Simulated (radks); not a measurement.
Excited configurations of Er LIV: one electron is placed in a higher orbital outside [Ne] 3s2 3p2. The ground configuration is [Ne] 3s2 3p3. Method: Dirac Kohn-Sham, PBE, spin-unpolarised, spherical densities, point nucleus; open shells fill j = l - 1/2 first; computed with a radial shooting solver on a logarithmic mesh with Libxc functionals. Excitation = E - E(ground); binding = E(ion) - E, where the ion is the core of charge +54; n* = 54/sqrt(2 binding) in atomic units. These energies are relativistic, and a one-electron ion of charge +54 with no core already has n* below n in this formula (Dirac formula, point nucleus: 3d3/2 2.980, 4s1/2 3.934, 4p1/2 3.934, 4f5/2 3.989, 5s1/2 4.931, 5d3/2 4.973, 5f5/2 4.986, 6s1/2 5.929, 6p1/2 5.929, 6f5/2 5.984, 7s1/2 6.927, 7f5/2 6.982).

[
 {"outer orbital": "3d3/2", "excitation (eV)": "208.48", "binding (eV)": "4774.4", "n*": "2.883", "eigenvalue (eV)": "-4708.4", "<r> (bohr)": "0.1763"},
 {"outer orbital": "4s1/2", "excitation (eV)": "2112.9", "binding (eV)": "2869.9", "n*": "3.718", "eigenvalue (eV)": "-2841.0", "<r> (bohr)": "0.3843"},
 {"outer orbital": "4p1/2", "excitation (eV)": "2176.8", "binding (eV)": "2806.1", "n*": "3.760", "eigenvalue (eV)": "-2776.2", "<r> (bohr)": "0.3749"},
 {"outer orbital": "4f5/2", "excitation (eV)": "2442.6", "binding (eV)": "2540.2", "n*": "3.952", "eigenvalue (eV)": "-2504.5", "<r> (bohr)": "0.3209"},
 {"outer orbital": "5s1/2", "excitation (eV)": "3198.0", "binding (eV)": "1784.9", "n*": "4.715", "eigenvalue (eV)": "-1769.2", "<r> (bohr)": "0.6178"},
 {"outer orbital": "5d3/2", "excitation (eV)": "3318.4", "binding (eV)": "1664.5", "n*": "4.882", "eigenvalue (eV)": "-1648.4", "<r> (bohr)": "0.6068"},
 {"outer orbital": "5f5/2", "excitation (eV)": "3361.0", "binding (eV)": "1621.8", "n*": "4.946", "eigenvalue (eV)": "-1604.6", "<r> (bohr)": "0.5678"},
 {"outer orbital": "6s1/2", "excitation (eV)": "3766.8", "binding (eV)": "1216.1", "n*": "5.712", "eigenvalue (eV)": "-1206.1", "<r> (bohr)": "0.9066"},
 {"outer orbital": "6p1/2", "excitation (eV)": "3785.0", "binding (eV)": "1197.8", "n*": "5.755", "eigenvalue (eV)": "-1187.7", "<r> (bohr)": "0.9022"},
 {"outer orbital": "6f5/2", "excitation (eV)": "3858.2", "binding (eV)": "1124.7", "n*": "5.939", "eigenvalue (eV)": "-1113.4", "<r> (bohr)": "0.8682"},
 {"outer orbital": "7s1/2", "excitation (eV)": "4101.3", "binding (eV)": "881.54", "n*": "6.709", "eigenvalue (eV)": "-874.31", "<r> (bohr)": "1.251"},
 {"outer orbital": "7f5/2", "excitation (eV)": "4157.7", "binding (eV)": "825.18", "n*": "6.934", "eigenvalue (eV)": "-817.69", "<r> (bohr)": "1.224"}
]

The Delta-SCF ionisation energy is 4982.9 eV (NIST Atomic Spectra Database: 4978 eV, theoretical). Self-interaction in the functional shifts the binding energies and quantum defects, so they are the method's values and not measured ones. Spin polarisation and multiplet splitting are left out, so open shells lie too high by an amount that depends on their filling.

Beside tabulated values, note that spin-unpolarised runs miss the spin-polarisation part of the exchange energy of open shells.
